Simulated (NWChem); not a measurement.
Species: CH6F2Si2; SMILES F[SiH](F)C[SiH3]

```xyz
11

Si    -0.0307    -2.0120     0.3147
C      0.6769    -0.6373    -0.7960
Si     0.0163     1.0580    -0.4150
F     -1.5064     0.9141     0.1629
F      0.9035     1.7330     0.7763
H      0.7358    -3.2875     0.0922
H     -1.4756    -2.2501    -0.0157
H      0.0920    -1.6177     1.7593
H      0.4535    -0.8886    -1.8553
H      1.7830    -0.6150    -0.6927
H     -0.0230     2.0159    -1.5602
```
Atoms are numbered in this order, from 1.

Program: NWChem. Pople sets run with spherical d functions. The geometry was optimised at PBE-D3(BJ)/def2-SVP. Ions are spin-unrestricted doublets at the neutral geometry; other ion states weren't tried.

```json
[
 {"level": "B3LYP/6-31G*", "vertical ionisation energy, ΔSCF (eV)": "10.95", "−ε(HOMO) (eV)": "8.70", "ΔSCF minus −ε(HOMO) (eV)": "2.25"},
 {"level": "PBE/6-31G*", "vertical ionisation energy, ΔSCF (eV)": "10.50", "−ε(HOMO) (eV)": "7.55", "ΔSCF minus −ε(HOMO) (eV)": "2.95"},
 {"level": "M06-2X/6-31G*", "vertical ionisation energy, ΔSCF (eV)": "11.28", "−ε(HOMO) (eV)": "10.11", "ΔSCF minus −ε(HOMO) (eV)": "1.17"},
 {"level": "r2SCAN/6-31G*", "vertical ionisation energy, ΔSCF (eV)": "10.77", "−ε(HOMO) (eV)": "7.94", "ΔSCF minus −ε(HOMO) (eV)": "2.83"},
 {"level": "BHandHLYP/6-31G*", "vertical ionisation energy, ΔSCF (eV)": "11.26", "−ε(HOMO) (eV)": "10.21", "ΔSCF minus −ε(HOMO) (eV)": "1.05"}
]
```
